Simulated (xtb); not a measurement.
xtb input (GFN2-xTB):

```bash
xtb mol.xyz --gfn 2 --ohess tight --chrg -1 --uhf 0
```
mol.xyz:
```
10

Si     0.40381649    -0.06850164     0.17234614
C     -1.46734441     0.18623674     0.23413990
O      0.81930087    -1.48081171    -0.66303437
O      1.14093882     1.32956917    -0.49661736
O      0.97575751    -0.22843517     1.83757142
H     -1.78460757     0.21809386    -0.85437793
H     -1.76847596     1.02239982     0.74570520
H      0.48363642    -1.33130244    -1.59263148
H      0.79553264     1.31384907    -1.41338789
H      0.49253801    -1.02483412     2.16838110
```

End of the output:

```
optimized geometry written to: xtbopt.xyz

           -------------------------------------------------
          | TOTAL ENERGY              -18.867500552056 Eh   |
          | TOTAL ENTHALPY            -18.794770616450 Eh   |
          | TOTAL FREE ENERGY         -18.834475159892 Eh   |
          | GRADIENT NORM               0.000489978826 Eh/α |
          | HOMO-LUMO GAP               5.486507285259 eV   |
           -------------------------------------------------

------------------------------------------------------------------------
------------------------------------------------------------------------
 total:
 SCF:
 ANC optimizer:
 analytical hessian:
```

It need not be the lowest isomer of its formula. Whether it binds its extra electron was not tested at this geometry.
